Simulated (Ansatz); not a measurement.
Species: CHS, net charge 0, doublet state. It need not be the lowest isomer of its formula. 
Geometry from a B3LYP-D3(BJ)/def2-TZVP (Ansatz, an electronic-structure program) optimisation:
```xyz
3

C     -1.0230     0.1620    -0.1822
S      0.5022    -0.0352     0.0604
H     -1.8970    -0.4082     0.1273
```
Charge 0, spin multiplicity 2.

Basis-set convergence of Hartree-Fock and MP2 correlation energies (hartree) with Ansatz. Cores are frozen in the correlated levels unless marked. UHF or UKS for open shells. Spin-orbit coupling is left out. No relativistic terms.

The UHF reference is spin-contaminated (<S^2> 0.25 over the pure value in the largest basis). The T1 diagnostic of CCSD in the largest basis is 0.060, which is high, so the coupled-cluster rows are less sure than usual.

```
basis        functions       E(HF)  E(corr, MP2)
-----------  ---------  ----------  ------------
cc-pV(D+d)Z         42  -435.91135      -0.23021
cc-pV(T+d)Z         83  -435.93575      -0.29008
cc-pV(Q+d)Z        149  -435.94200      -0.31252
```

Extrapolating the two largest sets (X = 3 and 4) as X^-3: E(corr) = (64·(-0.31252) - 27·(-0.29008))/37 = -0.3289 Eh, an estimate of the basis-set limit. The largest set recovers 95.0 % of it, the smallest 70.0 %.
